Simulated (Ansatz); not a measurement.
Computed with Ansatz (an electronic-structure program) with frozen-core CCSD(T)/cc-pVTZ // PBE-D3(BJ)/def2-TZVP. The restricted HF reference is unstable towards unrestricted orbitals.

Ansatz 0.2 input:
```yaml
crystal:
  periodic: [false, false, false]
  atoms:
    - { symbol: B, position_ang: [1.535027, -0.348976, -0.050615] }
    - { symbol: C, position_ang: [0.066961, 0.127315, 0.00324] }
    - { symbol: C, position_ang: [-0.156624, 1.461195, 0.065349] }
    - { symbol: C, position_ang: [-1.078122, -0.854523, -0.011013] }
    - { symbol: H, position_ang: [2.420151, 0.466377, -0.040151] }
    - { symbol: H, position_ang: [1.811686, -1.520378, -0.102143] }
    - { symbol: H, position_ang: [-1.165778, 1.887393, 0.108918] }
    - { symbol: H, position_ang: [0.675945, 2.167842, 0.074529] }
    - { symbol: H, position_ang: [-1.04858, -1.473226, -0.921424] }
    - { symbol: H, position_ang: [-1.001927, -1.554271, 0.835703] }
    - { symbol: H, position_ang: [-2.058735, -0.358748, 0.037607] }
basis:
  gaussian: { orbitals: cc-pVTZ }
correlation:
  method: ccsd_t
```

Output:

```
Functional definition: HF
1228 factors; integrals over basis functions are off by at most 1.3e-3 eV
mean field evaluation 1: about -3871.4587 eV, gradient 3.0e1 eV
mean field evaluation 2: about -3871.4591 eV, gradient 3.0e1 eV
mean field evaluation 4: about -3874.1786 eV, gradient 3.7e0 eV
mean field evaluation 8: about -3874.2227 eV, gradient 1.8e-4 eV
mean field evaluation 16: about -3874.2244 eV, gradient 2.1e-1 eV
mean field -3874.22268268 eV, -142.3750575461 hartree, gradient 2.1e-6 eV, S^2 0.000000; 0 other end points of the search recorded, 0 dependent functions left out; unrestricted orbitals would lower it
4 core orbitals not correlated
reference -3874.22268268 eV, -142.3750575461 hartree; 11, 11 occupied and 203, 203 virtual orbitals, 1228 factors
second order -16.42951884 eV of doubles, -0.00000000 eV of singles
cycle   1  -17.08223656 eV  change   -6.5e-1 eV  update   8.6e-2
cycle   2  -17.54301968 eV  change   -4.6e-1 eV  update   2.7e-2
cycle   3  -17.62036386 eV  change   -7.7e-2 eV  update   1.1e-2
cycle   4  -17.61692553 eV  change    3.4e-3 eV  update   2.8e-3
cycle   5  -17.61746879 eV  change   -5.4e-4 eV  update   9.8e-4
cycle   6  -17.61749536 eV  change   -2.7e-5 eV  update   2.4e-4
cycle   7  -17.61747149 eV  change    2.4e-5 eV  update   6.3e-5
cycle   8  -17.61748696 eV  change   -1.5e-5 eV  update   1.9e-5
perturbative correction -0.75072245 eV, -0.0275885412 hartree
Total energy: -3892.59089209 eV, -143.0500767915 hartree
```

Cost: around 120 core-seconds (rough).
